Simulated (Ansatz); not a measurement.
Stepwise reaction of `[NH]=[Nb]([NH2])([NH2])[F]` with hydrogen fluoride, as a gas-phase model of exchange steps in deposition or etching. ΔE in kJ/mol.

Isolated molecules relaxed with PBE0-D4/def2-TZVP in Ansatz; ΔE leaves out vibrations. CCSD(T)/CBS is the MP2 limit (def2-TZVPP, def2-QZVPP) plus CCSD(T) − MP2 in def2-TZVPP, frozen cores. This one scheme is used for every species. DFT in def2-TZVPP. B3LYP here is the variant with VWN-RPA as its local correlation; programs differ in this. Elements past krypton have def2 core potentials. For Nb outer-core shells are correlated without core-valence functions, which leaves a few kJ/mol of doubt a bond. Each species was taken in one conformer, which may not be the lowest.

```json
{"step": "2", "reaction": "`[NH]=[Nb]([NH2])([F])[F]` + H–F → `[NH]=[Nb]([F])([F])[F]` + NH₃", "PBE-D4": "-75.6", "B3LYP-D4": "-75.1", "ωB97M-V": "-77.0", "CCSD(T)/CBS": "-64.1"}
```

Task: Give the row of step 1, `[NH]=[Nb]([NH2])([NH2])[F]` + H–F → `[NH]=[Nb]([NH2])([F])[F]` + NH₃. (An estimate is asked.)

Result: Computed: 
```tsv
step	reaction	PBE-D4	B3LYP-D4	ωB97M-V	CCSD(T)/CBS
1	`[NH]=[Nb]([NH2])([NH2])[F]` + H–F → `[NH]=[Nb]([NH2])([F])[F]` + NH₃	-92.0	-92.5	-93.9	-81.5
```

Task: By hand: ΔE of the 2 steps together at CCSD(T)/CBS.

Result: (-81.5) + (-64.1) = -145.6 kJ/mol, or -72.8 kJ/mol a step.

In ΔE each step is higher than the one before. All are downhill at CCSD(T)/CBS. PBE-D4 differs from CCSD(T)/CBS by -11.5 to -10.5 kJ/mol a step. Isolated molecules leave out the surface, adducts and barriers. Largest T1 diagnostic: 0.021.
